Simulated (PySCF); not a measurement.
**Bond curve of NaHg⁺**

Set-up: PySCF, scalar-relativistic core potentials, basis sets Na cc-pVDZ, Hg cc-pVDZ-PP with ECP60. Energies in eV from Na⁺ + Hg in their ground configurations at the same level. State: ¹Σ⁺ (singlet), closed shell.

All columns are PBE0. A positive dipole points towards Hg; it is taken about the centre of mass and depends on that origin.

```csv
R (Å),E (eV),μ (D),Mulliken charge on Na (basis-dependent),HOMO (eV),LUMO (eV),Mayer bond order,⟨S²⟩
2.652,-0.208,-8.62,0.93,-12.95,-6.30,0.15,0.00
2.776,-0.294,-9.16,0.93,-12.79,-6.32,0.13,0.00
2.899,-0.338,-9.72,0.93,-12.63,-6.33,0.13,0.00
2.991,-0.352,-10.15,0.93,-12.51,-6.34,0.12,0.00
3.084,-0.355,-10.60,0.93,-12.39,-6.35,0.12,0.00
3.176,-0.350,-11.05,0.94,-12.28,-6.36,0.11,0.00
3.300,-0.335,-11.66,0.95,-12.12,-6.36,0.09,0.00
3.454,-0.308,-12.45,0.96,-11.94,-6.37,0.07,0.00
3.639,-0.271,-13.40,0.97,-11.73,-6.38,0.05,0.00
3.886,-0.222,-14.69,0.98,-11.46,-6.40,0.03,0.00
```

A fit through these points gives, at Re = 3.067 Å, μ = -10.51 D and dμ/dR = -4.83 D/Å; the reduced mass is 20.64 u.

Q: How strong is the fundamental in the double-harmonic approximation, I = 42.26·(dμ/dR)²/μred km/mol?

A: I = 42.26·(-4.83)²/20.64 = 47.8 km/mol at PBE0.

Closed-shell solutions of metal pairs were not tested for spin polarisation, which can lower them a little. The bond is weak. Basis-set superposition, not corrected here, can be much of De in a small basis, most of all at correlated wavefunction levels. Spin–orbit coupling is left out. For an ion De counts to the pair picked by the measured ionisation energies or electron affinities, which need not be the lowest pair at this level.
